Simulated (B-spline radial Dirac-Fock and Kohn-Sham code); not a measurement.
Photoionisation of gallium ions at Al Kα (taken as 1486.9 eV)

Method: independent-particle photoionisation in a Dirac-Hartree-Slater potential with a Latter tail, all multipoles, thresholds from Dirac-Fock ΔSCF. Computed with a radial B-spline solver. Cross sections in kb; a dash marks an empty subshell or a threshold above the photon energy.

```csv
ion,configuration,total,2p3/2,3p1/2,3d5/2,4s,4p3/2
Ga,[Ar] 3d10 4s2 4p1,610.7,295,15.3,8.74,1.22,0.196
Ga⁺,[Ar] 3d10 4s2,611.3,296,15.3,8.78,1.37,–
Ga⁴⁺,[Ar] 3d9,611.2,295,15.6,8.60,–,–
Ga⁶⁺,[Ar] 3d7,617.5,297,16.6,7.83,–,–
```
